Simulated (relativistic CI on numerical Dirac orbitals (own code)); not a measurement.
## Slater and spin-orbit integrals, Ga16+

Method of calculation: Dirac-Coulomb-Breit CI, separate exchange-only KLI orbitals for each configuration, QED by a radiative potential, unscaled Slater integrals (own radial code, finite nucleus).

Slater integrals F^k, G^k are unscaled and averaged over j, outside the closed core [Ne]; ζ comes from projecting the Hamiltonian with its Breit term on Σ l·s of the shell.

- 3s²3p³: F^2(3p,3p) = 181170, ζ(3p) = 29366 cm⁻¹; <r>(3p) = 0.5518, <r^2>(3p) = 0.3506 (bohr units).
- 3s3p⁴: F^2(3p,3p) = 180980, G^1(3s,3p) = 232660, ζ(3p) = 29334 cm⁻¹; <r>(3s) = 0.5599, <r^2>(3s) = 0.3563, <r>(3p) = 0.5524, <r^2>(3p) = 0.3514 (bohr units).
- 3s²3p²3d: F^2(3p,3p) = 180880, ζ(3p) = 29320, F^2(3p,3d) = 180540, G^1(3p,3d) = 201040, G^3(3p,3d) = 132090, ζ(3d) = 2847.5 cm⁻¹; <r>(3p) = 0.5527, <r^2>(3p) = 0.3518, <r>(3d) = 0.5069, <r^2>(3d) = 0.2988 (bohr units).

Averages of the first 10 configurations, taken without configuration mixing, which lowers the lowest level and can move excited configurations by several eV; other configurations of the list can lie among them:

```csv
Configuration,Parity,States,Average energy above the lowest level (eV)
3s²3p³,odd,20,13.6
3s3p⁴,even,30,69.0
3s²3p²3d,even,150,89.2
3p⁵,odd,6,132.2
3s3p³3d,odd,400,141.1
3p⁴3d,even,150,200.8
3s3p²3d²,even,1350,215.9
3s²3p²4s,even,30,285.4
3s²3p3d4p,even,360,381.4
3p⁴4s,even,30,398.7
```
